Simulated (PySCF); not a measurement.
C₅H₄O (SMILES O=C1C=CC=C1), singlet, at a GFN2-xTB geometry; DF-R2SCAN/def2-SVP run with PySCF.

Here is a job for PySCF.
```python
from pyscf import gto, scf, dft

mol = gto.Mole()
mol.atom = '''
    O     2.01261077    0.20870753   -0.14567258
    C     0.81842029    0.08487010   -0.05923718
    C    -0.20544379    1.16918354    0.08173403
    C    -1.40719724    0.59616696    0.14353263
    C    -1.26164852   -0.87292599    0.04963817
    C     0.02804982   -1.18757928   -0.06889427
    H     0.04783856    2.21082361    0.12043022
    H    -2.36125158    1.08186670    0.24542316
    H    -2.10103682   -1.54460556    0.07755686
    H     0.48048032   -2.15603700   -0.15866989
'''
mol.basis = 'def2-svp'
mol.verbose = 4
mol.max_memory = 1800
mol.build()

mf = dft.RKS(mol)
mf.xc = 'r2scan'
mf = mf.density_fit(auxbasis='def2-universal-jkfit')
mf.kernel()
```

Question: What does PySCF print? Leave out banner, timings and long lists.

Answer: 
```
PySCF version 2.14.0

[INPUT] verbose = 4
[INPUT] num. atoms = 10
[INPUT] num. electrons = 42
[INPUT] charge = 0
[INPUT] spin (= nelec alpha-beta = 2S) = 0
[INPUT] symmetry False subgroup None
[INPUT] Mole.unit = angstrom
[INPUT] Symbol           X                Y                Z      unit          X                Y                Z       unit  Magmom
[INPUT]  1 O      2.012610770000   0.208707530000  -0.145672580000 AA    3.803283150650   0.394400071834  -0.275281280059 Bohr   0.0
[INPUT]  2 C      0.818420290000   0.084870100000  -0.059237180000 AA    1.546590202887   0.160381245164  -0.111942046592 Bohr   0.0
[INPUT]  3 C     -0.205443790000   1.169183540000   0.081734030000 AA   -0.388232497093   2.209436679949   0.154454931757 Bohr   0.0
[INPUT]  4 C     -1.407197240000   0.596166960000   0.143532630000 AA   -2.659217386844   1.126592278915   0.271237360639 Bohr   0.0
[INPUT]  5 C     -1.261648520000  -0.872925990000   0.049638170000 AA   -2.384170168263  -1.649591048115   0.093802546625 Bohr   0.0
[INPUT]  6 C      0.028049820000  -1.187579280000  -0.068894270000 AA    0.053006477643  -2.244199590408  -0.130191301852 Bohr   0.0
[INPUT]  7 H      0.047838560000   2.210823610000   0.120430220000 AA    0.090401776594   4.177851132622   0.227580132921 Bohr   0.0
[INPUT]  8 H     -2.361251580000   1.081866700000   0.245423160000 AA   -4.462118797397   2.044431766287   0.463782557025 Bohr   0.0
[INPUT]  9 H     -2.101036820000  -1.544605560000   0.077556860000 AA   -3.970384167427  -2.918881478880   0.146561224481 Bohr   0.0
[INPUT] 10 H      0.480480320000  -2.156037000000  -0.158669890000 AA    0.907976213043  -4.074319444429  -0.299842636315 Bohr   0.0

nuclear repulsion = 201.588861000698
number of shells = 48
number of NR pGTOs = 172
number of NR cGTOs = 104
basis = def2-svp
ecp = {}

******** <class 'pyscf.df.df_jk.DFRKS'> ********
method = DFRKS
initial guess = minao
damping factor = 0
level_shift factor = 0
DIIS = <class 'pyscf.scf.diis.CDIIS'>
diis_start_cycle = 1
diis_space = 8
diis_damp = 0
SCF conv_tol = 1e-09
SCF conv_tol_grad = None
SCF max_cycles = 50
direct_scf = False
XC library pyscf.dft.libxc version 7.1.2
    S. Lehtola, C. Steigemann, M. J. T. Oliveira, and M. A. L. Marques,  SoftwareX 7, 1–5 (2018)
XC functionals = r2scan
    J. W. Furness, A. D. Kaplan, J. Ning, J. P. Perdew, and J. Sun,  J. Phys. Chem. Lett. 11, 8208–8215 (2020)
    J. W. Furness, A. D. Kaplan, J. Ning, J. P. Perdew, and J. Sun,  J. Phys. Chem. Lett. 11, 9248–9248 (2020)
    J. W. Furness, A. D. Kaplan, J. Ning, J. P. Perdew, and J. Sun,  J. Phys. Chem. Lett. 11, 8208–8215 (2020)
    J. W. Furness, A. D. Kaplan, J. Ning, J. P. Perdew, and J. Sun,  J. Phys. Chem. Lett. 11, 9248–9248 (2020)
radial grids:
    Treutler-Ahlrichs [JCP 102, 346 (1995); DOI:10.1063/1.469408] (M4) radial grids

becke partition: Becke, JCP 88, 2547 (1988); DOI:10.1063/1.454033
pruning grids: <function nwchem_prune>
grids dens level: 3
symmetrized grids: False
atomic radii adjust function: <function treutler_atomic_radii_adjust>
small_rho_cutoff = 0
Set gradient conv threshold to 3.16228e-05
Initial guess from minao.
tot grids = 123904
init E= -268.529513316559
  HOMO = -0.290439402552622  LUMO = -0.201821401872709  gap/eV = 2.41142
cycle= 1 E= -267.626062631524  delta_E= 0.903  |g|= 0.761  |ddm|= 3.78
  HOMO = -0.0593443640614366  LUMO = -0.0578925630381155  gap/eV = 0.03951
cycle= 2 E= -267.025373277817  delta_E= 0.601  |g|= 1.77  |ddm|= 3.86
  HOMO = -0.192376530155907  LUMO = -0.117439572120039  gap/eV = 2.03914
cycle= 3 E= -267.722903077068  delta_E= -0.698  |g|= 0.316  |ddm|= 3.22
  HOMO = -0.227805972580087  LUMO = -0.139254231262251  gap/eV = 2.40962
cycle= 4 E= -267.747765324505  delta_E= -0.0249  |g|= 0.0998  |ddm|= 0.423
  HOMO = -0.233139124733806  LUMO = -0.141000039332592  gap/eV = 2.50723
cycle= 5 E= -267.748545106739  delta_E= -0.00078  |g|= 0.0853  |ddm|= 0.169
  HOMO = -0.229602474618744  LUMO = -0.138781025031018  gap/eV = 2.47138
cycle= 6 E= -267.750572982517  delta_E= -0.00203  |g|= 0.00798  |ddm|= 0.0899
  HOMO = -0.229325538585294  LUMO = -0.138203114917192  gap/eV = 2.47957
cycle= 7 E= -267.750589871639  delta_E= -1.69e-05  |g|= 0.00215  |ddm|= 0.00918
  HOMO = -0.229346082063588  LUMO = -0.138419363188062  gap/eV = 2.47424
cycle= 8 E= -267.750591047123  delta_E= -1.18e-06  |g|= 0.000339  |ddm|= 0.00343
  HOMO = -0.229355827838011  LUMO = -0.138399959775737  gap/eV = 2.47504
cycle= 9 E= -267.750591077509  delta_E= -3.04e-08  |g|= 3.75e-05  |ddm|= 0.000548
  HOMO = -0.229356339339905  LUMO = -0.138401554854002  gap/eV = 2.47501
cycle= 10 E= -267.750591077862  delta_E= -3.54e-10  |g|= 3.73e-06  |ddm|= 5.62e-05
  HOMO = -0.229355851273469  LUMO = -0.138401031531442  gap/eV = 2.47501
Extra cycle  E= -267.750591077863  delta_E= -3.41e-13  |g|= 3.44e-06  |ddm|= 7.98e-06
converged SCF energy = -267.750591077863
```
